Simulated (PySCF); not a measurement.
Isomers of C8H8O3, one GFN2-xTB conformer each. Single-point energies are computed at PBE0/pcSseg-1 (PySCF, gas phase, no added dispersion term), electronic only.

```tsv
SMILES	GFN2-xTB relative energy (kJ/mol)
C=CC1=CC[C@H](OC=O)C1=O	140.6
Cc1cccc(OC=O)c1O	0.0
```

Conformers: `[CH2:1]=[CH:2][C:3]1=[CH:4][CH2:5][C@H:6]([O:7][CH:8]=[O:9])[C:10]1=[O:11]` with C1–C2–C3–C4 178°, C5–C6–O7–C8 131°, C6–O7–C8–O9 -4°, C3–C4–C5–C6 -7°, C4–C5–C6–O7 132°, C5–C6–C10–O11 168°, C2–C3–C10–C6 -174°; `[CH3:1][c:2]1[cH:3][cH:4][cH:5][c:6]([O:7][CH:8]=[O:9])[c:10]1[OH:11]` with C5–C6–O7–C8 -160°, C6–O7–C8–O9 -3°, C6–C10–O11–H -17°.

What does PBE0/pcSseg-1 give for the same structures?

```json
{"SMILES": "Cc1cccc(OC=O)c1O", "PBE0/pcSseg-1 E (Eh)": "-534.68445", "PBE0/pcSseg-1 (kJ/mol)": "0.0", "GFN2-xTB (kJ/mol)": "0.0", "point group": "C1"}
{"SMILES": "C=CC1=CC[C@H](OC=O)C1=O", "PBE0/pcSseg-1 E (Eh)": "-534.64374", "PBE0/pcSseg-1 (kJ/mol)": "106.9", "GFN2-xTB (kJ/mol)": "140.6", "point group": "C1"}
```

Both levels put the same isomer lowest. As drawn, the lower has an aromatic ring and an O–H bond, which the higher lacks; the higher has a C=C bond outside aromatic rings, which the lower lacks.

Which frontier levels, dipoles and rotational constants go with these structures?

```json
{"SMILES": "Cc1cccc(OC=O)c1O", "HOMO (eV, PBE0/pcSseg-1)": "-6.57", "LUMO (eV)": "-0.91", "dipole (D)": "2.01", "A, B, C (MHz)": "1921, 945.3, 642.5"}
{"SMILES": "C=CC1=CC[C@H](OC=O)C1=O", "HOMO (eV, PBE0/pcSseg-1)": "-7.24", "LUMO (eV)": "-1.92", "dipole (D)": "4.29", "A, B, C (MHz)": "2405, 710.7, 582.1"}
```
